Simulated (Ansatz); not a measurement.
Born–Oppenheimer molecular dynamics of BBrFH$_{3}$ (6 atoms, charge 0, multiplicity 1). It starts at the highest image of a converged band, a first-order saddle point between two minima.

Computed with RKS B3LYP/def2-SVP (Ansatz).

| Property | Result |
| --- | --- |
| ensemble | NVE (velocity Verlet) |
| time step | 0.5 fs |
| steps asked | 200 |
| starting velocities drawn for | 300 K |
| seed | 7465 |

First frame:

```xyz
6
Properties=species:S:1:pos:R:3
B 0.010 -0.174 0.040
F 0.007 0.126 1.549
H 1.063 0.108 -0.453
H -1.063 0.040 -0.444
Br 0.082 -2.335 0.560
H 0.045 -1.048 1.671
```

**Question.** How far do the bonds stretch over the last three quarters of this one trajectory? (Pairs bonded in most of those frames.)

**Answer.** 
| bond | mean (Å) | spread (Å) | shortest | longest |
| --- | --- | --- | --- | --- |
| B1–H3 | 1.199 | 0.030 | 1.15 | 1.25 |
| B1–H4 | 1.200 | 0.021 | 1.16 | 1.24 |
| B1–Br5 | 1.942 | 0.060 | 1.85 | 2.10 |
| F2–H6 | 0.943 | 0.032 | 0.89 | 1.02 |

Mean temperature of the second half: 530 K. The conserved energy stayed within 0.18 meV per atom of its start (net change 0.014 meV per atom), so the integration is sound. The kinetic energy rose, since the run started high on the potential surface and went downhill. It ends in pieces (BBrH2 + FH), so much of that is their flight and rotation, not heat. A run of 0.1 ps of so small a system gives no equilibrium averages. The orbitals stay closed-shell, which can raise the energy where a bond breaks towards radicals; this wasn't checked here.

The run took 3.5 min on 2 threads of Arm Neoverse V2 (shared host), peak memory 0.17 GiB.
